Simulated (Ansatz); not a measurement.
`[NH2][Al]([Cl])[Cl]` + `BO` → `B[O][Al]([Cl])[Cl]` + NH₃ at 600 K and 1 bar (ligand exchange at the Al–N bond).

Computed with Ansatz on PBE0-D4/def2-TZVP structures; ΔE is electronic, products minus reactants. CCSD(T)/CBS adds triple-zeta CCSD(T) − MP2 to the extrapolated MP2 energy (def2 sets, frozen cores). This one scheme is used for every species. One conformer a species, not always the lowest.

```
              species  CCSD(T)/CBS energy (Eh)  H − E (kJ/mol)  S (J/(mol·K))
`[NH2][Al]([Cl])[Cl]`              -1217.66844           123.5          389.4
                 `BO`               -101.80414           119.7          267.1
 `B[O][Al]([Cl])[Cl]`              -1262.97636           131.0          441.0
                  NH₃                -56.50880           112.4          219.5
```

H − E and S are ideal-gas, rigid-rotor, harmonic terms from PBE0-D4/def2-TZVP, for one conformer and one mirror image of each species. 1 Eh = 2625.50 kJ/mol, R = 8.31446 J/(mol·K).

Q: By hand: ΔE, ΔH, ΔS and ΔG.

A: ΔE = (-1262.97636) + (-56.50880) − (-1217.66844) − (-101.80414) = -0.01258 Eh = -33.0 kJ/mol. Δ(H − E) = 131.0 + 112.4 − 123.5 − 119.7 = 0.2, so ΔH = -32.8 kJ/mol. ΔS = 441.0 + 219.5 − 389.4 − 267.1 = 4.0 J/(mol·K). ΔG = -32.8 − 600 × (4.0)/1000 = -35.2 kJ/mol.

Q: By hand: the equilibrium constant, and the temperature at which ΔG would vanish if ΔH and ΔS stayed fixed.

A: log₁₀ K = −ΔG/(RT ln 10) = 3.1. ΔH and −TΔS have one sign here, so there is no such temperature.

The number of gas molecules stays the same, so ΔS is small and ΔH decides. A doubt of 5 kJ/mol in ΔE shifts log₁₀ K by 0.4 here. Other conformers and mirror images would add mixing entropy, several J/(mol·K) or more a flexible species. These are equilibria of isolated gas molecules and say nothing of rates. Largest T1 diagnostic: 0.014 (customary marks: 0.02 for closed shells, 0.045 for open ones).

ΔS is within the doubt of such terms, so its sign, and with it that verdict, could turn.
